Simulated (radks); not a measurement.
Problem. Species: Ne2+. Configuration: [He] 2s2 2p2 3p2 (not the ground configuration). Method: non-relativistic Kohn-Sham, BLYP, spin-polarised, spherical densities, point nucleus; open shells are filled with parallel spins first; computed with a radial shooting solver on a logarithmic mesh with Libxc functionals. Some entries of the table are withheld. Estimate them.

| orbital | occ. | eigenvalue (eV) | r(max) (bohr) | <1/r> (bohr^-1) |
|---|---|---|---|---|
| 1s up | 1 | -925.2298 | 0.1029 | 9.605 |
| 1s down | 1 | -922.2650 | 0.1027 | 9.626 |
| 2s up | 1 | (1) | 0.6305 | 1.909 |
| 2s down | 1 | (2) | 0.6386 | 1.863 |
| 2p up | 2 | -86.4997 | 0.5363 | 1.822 |
| 2p down | 0 | -79.4853 | 0.5476 | 1.780 |
| 3s up | 0 | -25.1406 | 2.064 | 0.6032 |
| 3p up | 2 | -20.1419 | 2.175 | 0.5517 |
| 3d up | 0 | -13.5815 | 2.188 | 0.4615 |

Solution. 
(1) 2s up eigenvalue (eV): -107.8398
(2) 2s down eigenvalue (eV): -101.4544
